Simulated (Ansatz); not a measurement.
One change: `FCBI` becomes `NBCF`.

Ansatz, PBE0-D4/def2-TZVP geometries, multiplicity 1. Each molecule was computed in one conformer, which needn't be the lowest.

Elements past krypton have def2 core potentials.

```csv
property,`FCBI`
size of the dipole moment (PBE/def2-TZVPP) / D,1.58
HOMO–LUMO gap (PBE/def2-TZVPP) / eV,3.63
HOMO–LUMO gap (PBE0/def2-TZVPP) / eV,5.66
LUMO energy (PBE0/def2-TZVPP) / eV,-1.90
"ideal-gas entropy at 298 K and 1 bar (rigid rotor, harmonic PBE0-D4/def2-TZVP) / J/(mol·K)",317
size of the dipole moment (B3LYP/def2-TZVPP) / D,1.81
```

(1) Give the same properties after the change, and the shifts. (An estimate is asked.)

Answers

(1) The calculation gave: 
| property | `NBCF` | shift |
| --- | --- | --- |
| size of the dipole moment (PBE/def2-TZVPP) / D | 1.44 | -0.14 |
| HOMO–LUMO gap (PBE/def2-TZVPP) / eV | 6.48 | 2.85 |
| HOMO–LUMO gap (PBE0/def2-TZVPP) / eV | 9.07 | 3.41 |
| LUMO energy (PBE0/def2-TZVPP) / eV | 0.48 | 2.38 |
| ideal-gas entropy at 298 K and 1 bar (rigid rotor, harmonic PBE0-D4/def2-TZVP) / J/(mol·K) | 290 | -27 |
| size of the dipole moment (B3LYP/def2-TZVPP) / D | 1.49 | -0.32 |

With PBE0 the HOMO falls by 1.02 eV and the LUMO rises by 2.38 eV, so the gap widens by about 3.40 eV. PBE moves the HOMO by -0.57 eV and ωB97M-V by -1.27 eV. The zero-point energy changes by 73.9 kJ/mol with +6 modes. Dipoles are sizes alone; their direction can turn.

B3LYP here is the variant with VWN-RPA as its local correlation; programs differ in this.

Spin–orbit coupling is left out; it splits and shifts lone-pair levels of the heavy atoms by tenths of an eV.
